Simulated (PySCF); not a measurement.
## Constants of TlI, step by step

State: ¹Σ⁺, singlet, closed shell. De refers to Tl + I. RHF-based CCSD(T) in PySCF 2.14 with Tl cc-pwCVDZ-PP with ECP60, I aug-cc-pVDZ-PP with ECP28 and Tl cc-pwCVTZ-PP with ECP60, I aug-cc-pVTZ-PP with ECP28 (frozen core orbitals: 13; scalar-relativistic core potentials). Correlation energies are extrapolated as n⁻³ (n = 2, 3), Hartree–Fock as (n+1)·exp(−9√n). CV is the change on freezing 8 orbitals instead, in Tl cc-pwCVTZ-PP with ECP60, I cc-pwCVTZ-PP with ECP28.

| Level | Re (Å) | ωe (cm⁻¹) | ωexe (cm⁻¹) | αe (cm⁻¹) | De (eV) |
| --- | --- | --- | --- | --- | --- |
| CCSD(T)/DZ | 2.9032 | 139.4 | 0.230 | 6.29e-05 | 3.351 |
| CCSD(T)/TZ | 2.8600 | 146.0 | 0.251 | 6.47e-05 | 3.458 |
| HF/CBS | 2.9020 | 137.4 | 0.245 | 6.57e-05 | 2.517 |
| MP2/CBS | 2.8304 | 151.3 | 0.256 | 6.46e-05 | 3.685 |
| CCSD/CBS | 2.8515 | 147.3 | 0.258 | 6.55e-05 | 3.382 |
| CCSD(T)/CBS | 2.8487 | 148.2 | 0.257 | 6.5e-05 | 3.521 |
| CCSD(T)/CBS+CV | 2.8372 | 149.3 | 0.260 | 6.57e-05 | 3.573 |

Task: How much is left between CCSD(T)/TZ and the basis-set limit, and how much do the triples give at the limit?

Result: CCSD(T)/CBS less CCSD(T)/TZ: -11.3 mÅ in Re, +2.2 cm⁻¹ in ωe and +0.063 eV in De. CCSD(T)/CBS less CCSD/CBS: -2.8 mÅ in Re, +0.9 cm⁻¹ in ωe and +0.139 eV in De.

Task: What do the later terms add?

Result: CV: -11.5 mÅ in Re, +1.1 cm⁻¹ in ωe and +0.052 eV in De, each against the row above.

The T1 diagnostic is 0.015. The open-shell atoms are computed with UHF. Spin–orbit coupling, excitations beyond (T) and corrections to the Born–Oppenheimer picture are left out, and spin–orbit coupling matters for open p, d or f shells this heavy.

The whole job (state search and all basis sets along the bond) took about 37 min on 4 threads of Arm Neoverse V1 (shared host), peak memory 8.2 GiB.
